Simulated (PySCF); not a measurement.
# Radial density of Sr²⁺ (strontium, charge +2)

UHF, [Kr], closed-shell 1S. Computed with PySCF 2.14 in def2-TZVP with the def2 core potential (28 electrons), with scalar relativity through the core potential. This is the valence pseudo-density: the core potential removes the inner electrons and smooths the orbitals near the nucleus.

```tsv
r (bohr)	4πr²ρ (e/bohr)
0.0852	1.986e-05
0.143	0.0001204
0.241	0.001305
0.405	0.03764
0.682	1.217
1.15	6.524
1.93	3.374
3.24	0.1745
5.46	0.0002713
```

Energies and moments cover only the electrons outside the core potential.
